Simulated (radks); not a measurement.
Results of a calculation; reference values are marked as such.
Spherical quantum dot in the effective-mass picture: electrons in a parabolic well V = omega^2 r^2 / 2 with omega = 2.33, with a point charge +1 (a donor) at the centre, all in effective atomic units (hartree* = m*/eps^2 hartree, bohr* = eps/m* bohr), one dielectric constant everywhere. Level of theory: non-relativistic Kohn-Sham, LDA (Slater exchange, Perdew-Wang correlation), spin-polarised, spherical densities (a radial shooting solver with Libxc functionals). Levels are named by radial order and angular momentum (1s, 1p, 1d, 2s, ...), and open shells are averaged over m.

N = 9, configuration 1s2 1p6 2s(up 1, down 0). This is the lowest configuration that the search found. Occupied and some empty levels:

level,occupation,eigenvalue (hartree*),<r> (bohr*)
1s up,1,9.5584,0.7819
1s down,1,9.6229,0.7900
1p up,3,11.591,1.098
1p down,3,11.624,1.097
2s up,1,13.246,1.156
2s down,0,13.331,1.157
1d up,0,13.474,1.299
1d down,0,13.511,1.297
1f up,0,15.413,1.460
1f down,0,15.455,1.459
2p up,0,15.562,1.340
2p down,0,15.610,1.345
1g up,0,17.416,1.600
1g down,0,17.461,1.600

Energy (hartree*): total 68.9777, kinetic 20.993, external 19.108, Hartree 35.013, exchange-correlation -6.1353.

Electron density:

r (bohr*),n(r) (e/bohr*^3)
0.100,2.731
0.212,2.193
0.323,1.788
0.435,1.490
0.547,1.270
0.658,1.101
0.770,0.9569
0.881,0.8210
0.993,0.6851
1.10,0.5488
1.22,0.4194
1.33,0.3023
1.44,0.2059
1.55,0.1311
1.66,0.07815
1.77,0.04383
1.89,0.02286
2.00,0.01123
2.11,0.005122
2.22,0.002186
